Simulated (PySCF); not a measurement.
KF, SMILES [F][K]. Heavy atoms are numbered as in [K:1][F:2].

The structure is a stationary point at PBE0-D3(BJ)/def2-TZVPD.

Level of theory: KT2/pcSseg-2 (PySCF).

GIAO shieldings, no solvent; atoms alike by connectivity are averaged. δ = σ(ref) − σ: ¹⁹F against CFCl3 (σ = 125.1 ppm), references at their B3LYP-D3(BJ)/def2-TZVP geometries, non-relativistic.

Computed chemical shifts:
```csv
nucleus,atoms,count,δ (ppm)
¹⁹F,F2,1,-98.4
```
